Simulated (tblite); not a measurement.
C7H11Si (doublet state).
Numbering: `[CH2:1]=[C:2]1[SiH:3][C@@:4]1([CH3:5])/[CH:6]=[CH:7]\[CH3:8]` (hydrogens: H9, H10 on C1; H11 on Si3; H12, H13, H14 on C5; H15 on C6; H16 on C7; H17, H18, H19 on C8)
Bond orders are those of one Lewis drawing.

Computed with GFN2-xTB (tblite), gas phase: L-BFGS steps from a force-field or distance-geometry start until the largest atomic force falls under 0.01 eV/Å.

Geometry at step 3:
```
atom  x, y, z in Å
C1     -2.7117    1.1382    0.5248
C2     -1.7946    0.4870   -0.1621
Si3    -1.1261   -0.3458   -1.6683
C4     -0.4154   -0.0377    0.1238
C5     -0.4430   -1.2554    1.0405
C6      0.5709    1.0321    0.3250
C7      1.8746    0.9172    0.1237
C8      2.5618   -0.3272   -0.3444
H9     -2.5959    1.4360    1.5620
H10    -3.6283    1.3839    0.0168
H11    -1.7701   -1.6318   -1.9128
H12    -1.4115   -1.2759    1.5381
H13     0.3253   -1.2011    1.8038
H14    -0.3690   -2.1704    0.4631
H15     0.1831    1.9872    0.6483
H16     2.4958    1.7795    0.3252
H17     2.5970   -0.3623   -1.4328
H18     3.5741   -0.3139    0.0341
H19     2.0733   -1.2304    0.0141
```

**Question.** What forces act on the atoms?

**Answer.** 
```tsv
atom	Fx (eV/Å)	Fy (eV/Å)	Fz (eV/Å)
C1	0.085	-0.123	-0.244
C2	-0.439	0.145	-0.049
Si3	0.052	0.163	0.062
C4	-0.125	-0.021	-0.091
C5	-0.058	0.330	-0.071
C6	0.040	-0.244	0.219
C7	0.149	-0.096	0.105
C8	0.000	0.136	0.142
H9	-0.025	-0.046	-0.173
H10	-0.234	0.212	0.235
H11	-0.005	-0.118	-0.053
H12	-0.021	-0.025	0.107
H13	0.154	-0.116	-0.039
H14	0.230	-0.200	0.120
H15	-0.139	0.076	-0.027
H16	0.128	-0.056	-0.129
H17	-0.018	0.015	-0.031
H18	0.299	-0.126	-0.029
H19	-0.074	0.093	-0.056
```

The largest, 0.46 eV/Å, acts on C2; the rms over all components is 0.146 eV/Å. The forces sum to zero within rounding, as they must for an isolated molecule in no field.

**Question.** Give the force on C2 in Eh/bohr and in nN.

**Answer.** 0.465 eV/Å ÷ 51.422 = 0.00904 Eh/bohr, and 0.465 eV/Å × 1.602 = 0.74 nN.

**Question.** How far is this geometry from the end of the optimisation?

**Answer.** 0.162 eV above it, and 0.569 Å rms away after alignment. The bonds farthest from their final lengths, with half the difference of the two atoms' forces along the bond (positive lengthens):

| bond | now (Å) | final (Å) | force along bond (eV/Å) |
| --- | --- | --- | --- |
| C2–C4 | 1.503 | 1.525 | +0.17 |
| C8–H18 | 1.081 | 1.091 | +0.11 |
| C4–C5 | 1.524 | 1.516 | -0.13 |
| C6=C7 | 1.324 | 1.331 | +0.06 |
| C5–H13 | 1.084 | 1.091 | +0.08 |
| Si3–C4 | 1.952 | 1.948 | -0.12 |

The angle farthest from its final value is C2–C1–H10, 117.3° against 122.2°.

Of the 2 listed bonds off by 0.010 Å or more, this force points towards the final length in 2.

The cost below is that of the whole relaxation. Time: 1.1 s wall. Hardware: an Arm Neoverse V2 with one thread, no GPU, shared host with 96 logical CPUs at a one-minute load of 53.
